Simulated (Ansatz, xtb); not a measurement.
## Two isomers of GeH8NSi+

We compare X, `[NH3+][SiH2][GeH3]`, a singlet, with Y, `[NH3+][GeH2][SiH3]`, a singlet. Both are isolated ions in the gas phase, relaxed with PBE0-D3(BJ)/def2-SVP.

Energies in hartree; the thermal terms are from PBE0-D3(BJ)/def2-SVP harmonic frequencies (ideal gas, rigid rotor, one conformer each, 298.15 K, 1 atm) and include the zero-point energy:

|  | X | Y |
| --- | --- | --- |
| E, CCSD(T)/def2-TZVP | −2423.882780 | −2423.882511 |
| zero-point energy | 0.080794 | 0.080538 |
| H(298 K) − E | 0.088698 | 0.088607 |
| G(298 K) − E | 0.049504 | 0.049057 |

Work out ΔE, ΔE₀, ΔH and ΔG for X → Y in kcal/mol (1 Eh = 627.51 kcal/mol) and the equilibrium ratio [Y]/[X].

1. ΔE = −2423.882511 − (−2423.882780) = +0.000269 Eh = +0.17 kcal/mol.
2. ΔE₀ = ΔE + ΔZPE = +0.000269 + (−0.000256) Eh = +0.01 kcal/mol.
3. ΔH = ΔE + (−0.000091) Eh = +0.11 kcal/mol.
4. ΔG = ΔE + (−0.000447) Eh = −0.11 kcal/mol, so ΔS = (ΔH − ΔG)/T = +3.1 J/(mol K).
5. kT = 0.9442 mEh, so K = [Y]/[X] = exp(−ΔG/kT) = exp(+0.19) ≈ 1.2.

The two are too close for this level to say which is favoured. An error of 1 kcal/mol in ΔG would change K by a factor of 5.4. Mirror images and further conformers aren't counted.

As drawn, Y has 1 Ge–N, 1 Si–H in place of 1 N–Si, 1 Ge–H.

Other levels gave ΔE = −4.0 (GFN2-xTB); +12.3 (HF/STO-3G, GFN2-xTB geometries); +1.7 (r2SCAN-D4/def2-SVP, GFN2-xTB geometries); +1.1 (PBE0-D3(BJ)/def2-SVP); −0.3 (HF/def2-TZVP); +0.2 (MP2/def2-TZVP) kcal/mol. The correlated steps freeze 15 core orbitals; the filled d shell of Ge is correlated, in a basis made for valence electrons. Programs: Ansatz 0.2.0, xtb 6.7.1.
